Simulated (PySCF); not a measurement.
# J couplings in C₅H₅FO₂

Bonds (- single, = double, # triple, : aromatic): O1=C2 1.192 Å, C2-O3 1.333 Å, O3-C4 1.366 Å, C4=C5 1.334 Å, C5-C6 1.510 Å, C6-C7 1.552 Å, C7-F8 1.368 Å, C7-C4 1.507 Å. C2 carries H9; C5 carries H10; C6 carries H11, H12; C7 carries H13. Stereochemistry as in O=COC1=CC[C@H]1F. H11 is cis to F8 on the ring; H12 is trans to F8 on the ring.

Couplings: B3LYP/pcJ-1 (spin–dipole term only in couplings to heteroatoms) in PySCF 2.14.0 with density-fitted response routines, geometry GFN2-xTB; gas phase, one conformer, non-relativistic. Couplings are averaged over pairs made equivalent by symmetry, fast rotation or ring inversion, so a value needn't be that of the named pair in this geometry, while other rotamers aren't included; one pair stands for each set, and the list holds a selection of those of at least 0.8 Hz over up to four bonds, among pairs with at least one C or F or H atom (others weren't computed). One-bond C–F couplings come out tens of Hz too large with common functionals.

Isotopes: ¹³C, ¹⁹F, ¹H, ¹⁷O. Couplings to quadrupolar nuclei such as 17O and 33S are rarely resolved in practice.

```
    pair  bonds  J (Hz)
  O1, C2      1    29.6
  C2, O3      1    39.4
  C2, H9      1   235.8
  O3, C4      1    34.4
  C4, C5      1       ?
  C4, C7      1       ?
  C5, C6      1       ?
 C5, H10      1   191.9
  C6, C7      1    31.3
 C6, H11      1   153.0
 C6, H12      1   144.0
  C7, F8      1  -271.8
 C7, H13      1   169.4
  O3, H9      2   -46.8
  C4, F8      2    18.6
 C5, H12      2    -4.8
  O1, C4      3    -1.3
  C2, C5      3     2.4
 O3, H13      3       ?
 C4, H12      3    14.1
 C7, H10      3       ?
H10, H11      3     1.7
H10, H12      3       ?
H12, H13      3       ?
 F8, H10      4       ?
H10, H13      4     1.7
```

Q: Estimate the withheld couplings, with signs.

A: 
- ¹J(C4,C5) = 71.5 Hz (bond length 1.334 Å)
- ¹J(C4,C7) = 49.8 Hz (bond length 1.507 Å)
- ¹J(C5,C6) = 34.5 Hz (bond length 1.510 Å)
- ³J(O3,H13) = 1.4 Hz (dihedral angle 63°)
- ³J(C7,H10) = 16.6 Hz
- ³J(H10,H12) = 1.5 Hz (dihedral angle 61°)
- ³J(H12,H13) = 4.2 Hz (dihedral angle 2°)
- ⁴J(F8,H10) = 4.7 Hz
